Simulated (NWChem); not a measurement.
# AgPH$_{3}$I; SMILES [PH3]->[Ag][I]

def2 effective core potentials on Ag, I; no spin-orbit coupling.

Give the equilibrium geometry at PBE-D3(BJ)/def2-SVP with def2 effective core potentials on Ag, I (NWChem) as a list of bonds and angles, with the point group.

point group C3v; any orientation.
Bonded distances (Å): Ag1–I2 2.585, Ag1–P3 2.361, P3–H4 1.429, P3–H5 1.429, P3–H6 1.429. Angles (°): I2–Ag1–P3 179.9, Ag1–P3–H4 119.5, Ag1–P3–H5 119.4, Ag1–P3–H6 119.5, H4–P3–H5 97.9, H4–P3–H6 97.9, H5–P3–H6 97.9.
